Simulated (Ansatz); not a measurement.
Mg₃Al₃⁺ (the lowest singlet isomer of a short search). The state is a singlet with charge 1. Geometry PBE0-D4/def2-SVP, basis def2-TZVP, Ansatz.

Cartesian coordinates in Å:
```
Al -0.723 0.494 -1.257
Al -0.673 0.125 1.370
Al 1.397 -0.621 -0.114
Mg -2.891 1.282 0.234
Mg 1.497 -1.021 2.604
Mg 1.394 -0.258 -2.838
```

| run | HOMO (eV) | LUMO (eV) |
| --- | --- | --- |
| A | -7.83 | -6.36 |
| B | -7.76 | -6.51 |
| C | -7.67 | -6.61 |
| D | -7.97 | -6.16 |

B3LYP takes the VWN-RPA correlation. HSE06 is defined as in plane-wave codes, on full-range PBE exchange. The structure comes from a short search, and lower isomers may exist.

**Question.** The runs used B3LYP, HSE06, PBE, r2SCAN. Estimate which is which.

**Answer.** A HSE06 (range-separated); B r2SCAN (0 % exact exchange); C PBE (0 % exact exchange); D B3LYP (20 % exact exchange). Exact exchange lowers occupied and raises empty levels; among semilocal functionals meta-GGAs tend to open the gap a little, and such runs are hard to tell apart. The gap grows from 1.06 eV (PBE) to 1.81 eV (B3LYP). The restricted singlet is unstable towards broken spin symmetry in Hartree–Fock (as tested in another run); at HSE06-D4/def2-TZVP, r2SCAN-D4/def2-TZVP, PBE-D4/def2-TZVP, B3LYP-D4/def2-TZVP this wasn't settled.
